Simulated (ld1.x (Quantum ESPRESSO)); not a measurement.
arsenic: variants of one TM potential

Base potential:

| Property | Result |
| --- | --- |
| Element | arsenic (As) |
| Generator | ld1.x (Quantum ESPRESSO) 7.5 |
| Type | norm-conserving Troullier–Martins (Kleinman–Bylander form) |
| Functional | PBE |
| Relativity | scalar-relativistic |
| Frozen core | [Ne] 3s2 |
| Valence charge | 21 |
| Reference configuration | 3p6 3d10 4s2 4p3 |
| Partial waves | 3p (bound): rc 0.90 bohr; 3d (bound): rc 0.55 bohr; 4s (bound): rc 1.55 bohr |
| Local potential | the s channel |
| Core correction | none |

Occupied shells without a wave of their own: 4p. They enter only through the test configuration that unscreens the potential.

Cutoffs, loose and tight: the cutoffs (Ry, on a coarse ladder) from which the occupation-weighted sum of valence levels, in a spherical-Bessel basis at the reference potential, stays within 10 and 1 mRy of its value at 400 Ry. They do not see the model core or the augmentation charge, which bear on the density cutoff. Test errors are all-electron minus pseudo excitation energies from the reference, over the configurations 3p6 3d10 4s2 4p2; 3p6 3d10 4s2 4p1; 3p6 3d10 4s2 4p0; 3p6 3d10 4s1 4p4; 3p6 3d10 4s1 4p3; 3p6 3d10 4s2 4p3.3; 3p6 3d9 4s2 4p3. A dash means not determined; rows that change the core or the reference have their own tests. The largest error is taken over the tests solved by every variant that gives reliable tests at all: 3p6 3d10 4s1 4p3; 3p6 3d10 4s1 4p4; 3p6 3d10 4s2 4p0; 3p6 3d10 4s2 4p1; 3p6 3d10 4s2 4p2; 3p6 3d9 4s2 4p3.

A true bound ghost makes a file unfit for plane-wave use even where its test errors are small: the radial tests pick states by their node count and pass the ghost by.

Cutoffs are not given where the Bessel-basis levels miss the radial ones by over 6 mRy, ghosts where they miss by over 20 mRy; a channel whose overlap is not positive is not tested.

```tsv
change	outcome	cutoff, loose	cutoff, tight	bound ghosts	largest test error (meV)
base	generated, misses its reference levels by 2.09 eV	–	–	not determined	+13900
core [Ar], valence charge 15; reference 3d10 4s1 4p4; waves now 4p (bound): rc 1.95 bohr; 3d (bound): rc 0.90 bohr; 4s (bound): rc 1.35 bohr; core correction a·sin(br)/r model core inside 0.45 bohr	generated	300 Ry	over 300 Ry	none	-15 over the solved tests; 4 of 7 tests not solved or not reliable
wave 3p (bound): rc 0.90 bohr becomes 3p (bound): rc 0.88 bohr	generated, misses its reference levels by 2.09 eV	–	–	not determined	+13900
wave 4s (bound): rc 1.55 bohr becomes 4s (bound): rc 1.34 bohr	generated, misses its reference levels by 2.06 eV	–	–	not determined	+13687
wave 3d (bound): rc 0.55 bohr becomes 3d (bound): rc 0.58 bohr	generated, misses its reference levels by 2.09 eV	–	–	not determined	+13900
local potential the d channel	generated	–	–	s	-570
```

Q: What comes out with this change to the base: core correction a·sin(br)/r model core inside 0.44 bohr?

A: outcome: failed: run_pseudo: Errors in PS-KS equation. Cause: the pseudo-atom solver did not find the valence states with the expected number of nodes, which is the usual sign of a ghost state.
